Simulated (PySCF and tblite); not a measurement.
Results of a calculation; reference values are marked as such.
2 regioisomers of C₁₂H₁₂:

| isomer | SMILES |
| --- | --- |
| A | [CH3:1][CH2:2][c:3]1[cH:4][cH:5][c:6]2[cH:7][cH:8][cH:9][cH:10][c:11]2[cH:12]1 |
| B | [CH3:1][CH2:2][c:3]1[cH:4][cH:5][cH:6][c:7]2[cH:8][cH:9][cH:10][cH:11][c:12]12 |

Each isomer is a Boltzmann average at 298.15 K over at most 6 conformers: GFN2-xTB geometries, energies PBE0/6-31G* (D3(BJ) added where defined), GFN2-xTB thermal terms. Programs: PySCF with density fitting and tblite.

Task: Rank the isomers by free energy at 298.15 K.

Result: 
```tsv
isomer	ΔG (kcal/mol)	ΔE, lowest conformer	conformers	largest weight %	rms dipole (D)
A	0.0	0.0	1	100	0.41
B	1.0	0.7	2	85	0.31
```

The search found a single conformer for at least one isomer; other rotamers may be missing.
